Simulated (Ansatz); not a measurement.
`O[SiH](O)O[SiH](F)F` + `C=C(F)[SiH2]O` → `C=C(F)[SiH](O)O` + `O[SiH2]O[SiH](F)F`  (redistribution)

Program: Ansatz. Geometries: PBE0-D4/def2-TZVP. ΔE: electronic, gas phase. CBS: MP2 limit from def2 TZ/QZ plus the TZ coupled-cluster correction, frozen cores. This one scheme is used for every species. Functionals use def2-TZVPP. B3LYP here is the variant with VWN-RPA as its local correlation; programs differ in this. One conformer a species, not always the lowest.

`O[SiH](O)O[SiH](F)F`:

```xyz
11

O    -1.564    0.989   -1.076
Si   -0.282    1.198   -0.084
O    -0.682    1.168    1.495
O     0.724   -0.027   -0.478
Si    1.091   -1.566   -0.225
F     0.135   -2.147    0.903
F     2.567   -1.676    0.325
H    -2.302    1.595   -0.988
H     0.405    2.479   -0.300
H    -1.062    0.368    1.862
H     0.970   -2.382   -1.434
```

`C=C(F)[SiH2]O`:

```xyz
10

C     1.633    0.145   -0.361
C     0.608    0.631    0.320
F     0.756    1.786    1.012
Si   -1.109   -0.118    0.448
O    -1.238   -1.403   -0.570
H     1.514   -0.786   -0.900
H     2.594    0.646   -0.387
H    -1.340   -0.634    1.816
H    -2.091    0.953    0.130
H    -1.328   -1.222   -1.507
```

`C=C(F)[SiH](O)O`:

Cartesian coordinates in Å:
```
C 0.881 1.583 -0.477
C 0.614 0.599 0.365
F 1.465 0.373 1.405
Si -0.838 -0.594 0.309
O -1.491 -0.623 -1.187
O -0.258 -2.067 0.731
H 1.752 2.218 -0.364
H 0.205 1.766 -1.303
H -1.934 -0.162 1.199
H -0.966 -1.006 -1.892
H 0.571 -2.087 1.213
```

`O[SiH2]O[SiH](F)F`:

Z-matrix (Å, degrees):
```
Si
O 1 1.641
O 1 1.634 2 111.2
H 1 1.481 2 106.0 3 -120.9
H 1 1.476 2 109.4 3 116.7
Si 2 1.601 1 153.2 3 -92.7
H 3 0.958 1 118.8 2 -74.6
F 6 1.580 2 109.2 1 -117.4
F 6 1.582 2 110.3 1 -0.2
H 6 1.465 2 111.8 1 121.8
```

(1) Is it downhill or uphill in electronic energy at CCSD(T)/CBS, and by how much? (Estimate.)

(2) What do these levels give: ωB97X-V, B2PLYP, PBE, r2SCAN, B3LYP, HF/def2-TZVPP, MP2/def2-TZVPP, SCS-MP2/def2-TZVPP, CCSD/def2-TZVPP, SCS-MP2/def2-QZVPP, HF/CBS(def2), MP2/CBS(def2)? (An estimate is asked.)

Largest T1 diagnostic among the species: 0.012.

Answers

(1) The calculation gave: Uphill: ΔE = +0.09 eV.

(2) The calculation gave: ωB97X-V 0.09, B2PLYP 0.08, PBE 0.09, r2SCAN 0.10, B3LYP 0.08, HF/def2-TZVPP 0.09, MP2/def2-TZVPP 0.08, SCS-MP2/def2-TZVPP 0.08, CCSD/def2-TZVPP 0.09, SCS-MP2/def2-QZVPP 0.08, HF/CBS(def2) 0.09, MP2/CBS(def2) 0.08 eV.
